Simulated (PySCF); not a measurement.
# How methods differ on the ionisation energy of Cu²⁰⁺

Cu²⁰⁺ [He] 2s2 2p5 [2p1/2^2 2p3/2^3, M_J = 3/2] → Cu²¹⁺ [He] 2s2 2p4 [2p1/2^2 2p3/2^2, M_J = 2], as a difference of total energies. All numbers are calculated (PySCF 2.14, the two-component X2C-1e Hamiltonian, in an uncontracted even-tempered set (18 s from 5.1 bohr⁻², ratio 2.4; 12 p from 6.6 bohr⁻², ratio 2.4; 5 d from 29 bohr⁻², ratio 2.6; 5 f from 43 bohr⁻², ratio 2.6)). Correlated levels: nothing frozen; the 36 highest virtual spinors dropped. "Screened" scales the spin-orbit matrix elements by Boettger's factors to mimic the two-electron term; Breit and QED terms are absent.

| method | ionisation energy (eV) |
| --- | --- |
| GHF (spin-free) | 1802.2 |
| GMP2 (spin-free) | 1803.7 |
| GHF (screened spin-orbit) | 1797.9 |
| GMP2 (screened spin-orbit) | 1799.3 |

The labels give the starting determinants; with spin-orbit coupling the two ends relaxed to ⟨J²⟩ = 3.75, ⟨L²⟩ = 2.00, ⟨S²⟩ = 0.75 and ⟨J²⟩ = 6.00, ⟨L²⟩ = 2.56, ⟨S²⟩ = 1.72.

For comparison: 1800 ± 3 eV (semi-empirical (NIST evaluation); NIST Atomic Spectra Database, ionization energies).
